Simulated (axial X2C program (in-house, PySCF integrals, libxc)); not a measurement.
# Worked dissociation energy of NaCo: CCSD(T), scalar-relativistic

All values were computed with an axial X2C code built on PySCF integrals. Spin-free means the one-electron spin-free X2C Hamiltonian. Basis: Co dyall-cv3z [9s10p6d3f2g], Na dyall-cv3z [9s8p5d2f] (cores contracted in-house); Gaussian nuclei, density fitting, unrestricted open shells. Masses: Co 58.933 u, Na 22.990 u.

Molecular state: M_S = 1, Λ = 0 (beyond evenly filled blocks: π+α, π-α).

Correlated methods: 10 electrons correlated (number of frozen shells: Co 3 s, 2 p; Na 2 s, 1 p), 272 virtual spin orbitals or spinors in MP2, 90 natural virtuals in coupled cluster.

| Quantity | Value |
| --- | --- |
| E(Co) (2M_S = 3, M_L = 2) | -1392.178914 hartree |
| E(Na) (2M_S = 1, M_L = 0) | -162.068096 hartree |
| E(NaCo) at Re | -1554.253691 hartree |
| ωe | 217.8 cm⁻¹ |

Problem. Work out De and D0.

Solution. De = -1392.178914 + (-162.068096) − (-1554.253691) = 0.00668 hartree = 0.182 eV. The zero-point energy is ωe/2 = 109 cm⁻¹ = 0.014 eV, so D0 = 0.168 eV.

One determinant describes the state; a PBE0 search over occupations chose it and may have missed a lower one. De is counted from the lowest determinant-based energies of the atoms at the same level, without counterpoise correction. CCSD and (T) use frozen natural virtuals with an MP2 correction for the truncation; (T) itself is uncorrected, so its De runs slightly low. PBE0 can misorder states that lie within some tenths of an eV, so this need not be the ground state of the molecule. The nearest other spin-free determinant of the search, M_S = 1, Λ = 3, lies 0.02 eV up at the distance of the search. The determinant is spin-polarised beyond a pure state at some levels (its spin-free form has ⟨S²⟩ too high), which makes Re and μ there less reliable. The T1 diagnostic is large, a sign of multireference character. With spin–orbit coupling the lowest determinant has another configuration, so this spin-free state is a model.

The bond is weak, and without diffuse functions and with truncated virtuals even CCSD(T) can be tens of per cent off in De.

Each atomic determinant is the lowest at this level and need not be a pure term. Totals compare only within one Hamiltonian and basis.
